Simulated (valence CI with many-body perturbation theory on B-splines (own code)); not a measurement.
# Which ion has this spectrum?

A relativistic CI+MBPT calculation for an atom or ion with 14 electrons gives these levels (eV):

```tsv
J	Parity	E	g
0	even	0.00	
1	even	25.73	1.50
2	even	30.46	1.23
2	even	59.71	1.27
0	even	70.67	
2	odd	98.09	1.77
1	odd	113.83	0.85
2	odd	123.26	1.41
3	odd	130.76	1.32
2	odd	135.35	0.90
0	odd	141.19	
1	odd	143.97	1.28
2	odd	148.75	0.96
3	odd	154.23	1.10
```

The energies are calculated, and their last digits are not significant.

(1) Which is it?
A. Ru30+
B. Tc29+
C. Pd32+
D. Mo28+

Answers

(1) A. Ru30+, ground level (3s^2 3p1/2^2) J=0.
